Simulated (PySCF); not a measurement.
CH9O2PSi2.
InChI=1S/CH9O2PSi2/c1-2-6(4)3-5/h6H,4H2,1,5H3/t6-/m1/s1

Computed, not measured: TDDFT PBE0/def2-SVPD, vertical, gas phase, core orbitals frozen in the response (PySCF). Geometry: GFN2-xTB, one conformer, isolated molecule. Torsions of this conformer, `[CH3:1][O:2][Si@@H:3]([PH2:4])[O:5][SiH3:6]`: C1–O2–Si3–P4 -165°, O2–Si3–O5–Si6 -54°, H–P4–Si3–O2 -174°, H–P4–Si3–O2 -80°.

Q: What does the calculation give for the low-lying excited states?

A: 

```tsv
state	E (eV)	λ (nm)	f	main configurations (H = HOMO, L = LUMO)
S1	6.21	199.7	0.013	H→L (88%)
S2	6.77	183.0	0.032	H→L+1 (55%), H→L+3 (33%)
S3	7.10	174.6	0.105	H→L+2 (46%), H-1→L (27%), H→L+4 (15%)
S4	7.15	173.3	0.081	H→L+3 (47%), H→L+1 (25%), H-1→L (8%)
S5	7.26	170.7	0.154	H-1→L (56%), H→L+2 (22%)
S6	7.36	168.5	0.0024	H-2→L (87%)
```

Triplets (Tamm–Dancoff): T1 5.56 eV, H→L (51%), H→L+1 (16%), H→L+3 (11%); T2 5.86 eV, H→L+1 (38%), H→L+3 (23%), H→L+2 (9%).

The lowest singlet lies at 6.21 eV (200 nm, ultraviolet) and is weak; its leading configuration is HOMO→LUMO (88%). The strongest level in the table is S5 at 7.26 eV (171 nm, f = 0.154). Löwdin shares by element: HOMO phosphorus 57%, silicon 15% or more, hydrogen 13% or more; LUMO silicon 39%, phosphorus 11%, hydrogen 8% or more (atoms not listed hold the other 41%). The oscillator strengths of these states sum to 0.388; summed over the whole spectrum of an exact calculation they would give the number of electrons, 74 (Thomas–Reiche–Kuhn). Of the 6 states listed, 5 reach f = 0.01 and none stays under 0.0005. The listed states span 1.15 eV, and the widest gap between neighbours is 0.56 eV (S1 to S2). Only the lowest 6 singlets were computed, as vertical energies without vibronic structure.

Rough CPU time on one thread of a shared machine: about 90 s (grids of density and orbitals included).
